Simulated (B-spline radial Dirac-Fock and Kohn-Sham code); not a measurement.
# Binding energies of Tb⁵⁶⁺ at several levels of theory

System: terbium as Tb⁵⁶⁺, configuration [He] 2s2 2p5.

The density-functional columns are spherical, spin-unpolarised Dirac-Kohn-Sham results without Breit or QED terms: −ε is minus the orbital energy of the initial state and ΔSCF the difference of two total energies. The reference in the last column comes from Dirac-Fock ΔSCF + Breit + QED. All numbers are from a radial atomic solver, in eV; a selection of levels is shown. For the 1s level of heavy atoms much of the gap between ΔSCF and the reference is the Breit and QED part, -218.0 eV here; for other levels the error of the functional can be larger.

| level | LDA −ε | LDA ΔSCF | Dirac-Fock |
| --- | --- | --- | --- |
| 1s | 56538.9 | 57064.0 | 56844.1 |
| 2s | 12951.8 | 13082.3 | 13097.5 |
| 2p | 12101.7 | 12250.9 | 12228.4 |

Values without a named source are computed, but for edge energies of neutral atoms, which are taken from tables.
